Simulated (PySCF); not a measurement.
Si(H)2(OMe)(SMe) (C2H8OSSi), SMILES CO[SiH2]SC. Coordinates come from a PBE0-D3(BJ)/def2-SVP optimisation. The values are those of a single conformer.

Problem. Give the equilibrium geometry at PBE0-D3(BJ)/def2-SVP (PySCF confirms it by a frequency run) as bond lengths and angles. (An estimate is asked for; the answer gives what the named calculation found.)

Solution. One answer among several that fit: 
Atoms: Si1 O2 C3 S4 C5 H6 H7 H8 H9 H10 H11 H12 H13. Bond lengths (Å): Si1–O2 1.661, Si1–S4 2.139, Si1–H6 1.497, Si1–H7 1.483, O2–C3 1.400, C3–H8 1.100, C3–H9 1.105, C3–H10 1.107, S4–C5 1.824, C5–H11 1.099, C5–H12 1.098, C5–H13 1.099. Bond angles (°): O2–Si1–S4 114.1, O2–Si1–H6 109.9, O2–Si1–H7 105.8, S4–Si1–H6 106.8, S4–Si1–H7 107.5, H6–Si1–H7 112.9, Si1–O2–C3 124.1, O2–C3–H8 108.8, O2–C3–H9 111.5, O2–C3–H10 112.2, H8–C3–H9 108.0, H8–C3–H10 107.9, H9–C3–H10 108.2, Si1–S4–C5 101.1, S4–C5–H11 111.7, S4–C5–H12 106.7, S4–C5–H13 111.3, H11–C5–H12 108.7, H11–C5–H13 109.7, H12–C5–H13 108.7.
